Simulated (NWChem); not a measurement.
Molecule: AlH3SO; SMILES [OH][AlH][SH]

```xyz
6

Al    -0.4720    -0.5887     0.0000
H     -1.9946    -1.0072     0.0000
O      0.8135    -1.7034     0.0000
H      0.7470    -2.6593     0.0000
S      0.0997     1.5134     0.0000
H      1.4197     1.2183     0.0000
```
Atoms are numbered in this order, from 1.

Program: NWChem. Pople sets run with spherical d functions. Structure relaxed at the PBE0/def2-SVP level. Vzz is the largest principal value of the second derivative of the potential at the nucleus (NWChem prints the opposite sign); η is the asymmetry. Non-relativistic.

For level PBE0/def2-TZVP:

| Quantity | Result |
|---|---|
| Vzz Al1 (a.u.) | 1.054 |
| Vzz S5 (a.u.) | 1.754 |

What are these values for level CAM-B3LYP/6-31G*?

The vzz Al1 (a.u.) comes out as 0.810. The vzz S5 (a.u.) is 1.677.
